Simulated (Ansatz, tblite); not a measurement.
Isomers of Ge₃Cl (doublet), found by a short tight-binding search and relaxed with r2SCAN-D4/def2-SVP in Ansatz.

The xTB rows come from tblite. Correlated methods freeze 32 core orbitals; core or outer-core shells of Ge are correlated, in sets that lack core-valence functions.

Other spin states were run for one of them alone.

A:

```tsv
atom	x (Å)	y (Å)	z (Å)
Ge1	-0.685	0.106	1.152
Ge2	-1.735	0.096	-1.013
Ge3	0.667	0.100	-1.163
Cl4	1.753	-0.302	1.024
```

B:

```xyz
4

Ge   -0.606    0.526    1.746
Ge   -0.765    1.829   -0.432
Ge    0.201   -0.232   -0.457
Cl    1.171   -2.123   -0.857
```

Question: Estimate their order by electronic energy at PBE-QIDH/def2-TZVP, counted from the lowest.

Answer: A (0.0) < B (1.4), in kcal/mol.

Question: Do the other levels pick the same lowest one?

Answer: Not GFN1-xTB, HF/def2-SVP, MP2/def2-SVP. Energies above each level's lowest (kcal/mol):

```json
{"level": "GFN1-xTB", "A": "11.3", "B": "0.0"}
{"level": "GFN2-xTB", "A": "0.0", "B": "13.7"}
{"level": "HF/def2-SVP", "A": "1.8", "B": "0.0"}
{"level": "PBE-D4/def2-TZVP", "A": "0.0", "B": "6.4"}
{"level": "r2SCAN-D4/def2-TZVP", "A": "0.0", "B": "3.7"}
{"level": "r2SCANh-D4/def2-TZVP", "A": "0.0", "B": "3.2"}
{"level": "PBE0-D4/def2-TZVP", "A": "0.0", "B": "3.9"}
{"level": "PBE-QIDH/def2-TZVP", "A": "0.0", "B": "1.4"}
{"level": "MP2/def2-SVP", "A": "1.0", "B": "0.0"}
{"level": "CCSD/def2-SVP", "A": "0.0", "B": "0.6"}
{"level": "CCSD(T)/def2-SVP", "A": "0.0", "B": "1.5"}
```
Point groups (tolerance 0.1 Å): A Cs, B Cs. Lower isomers may exist.
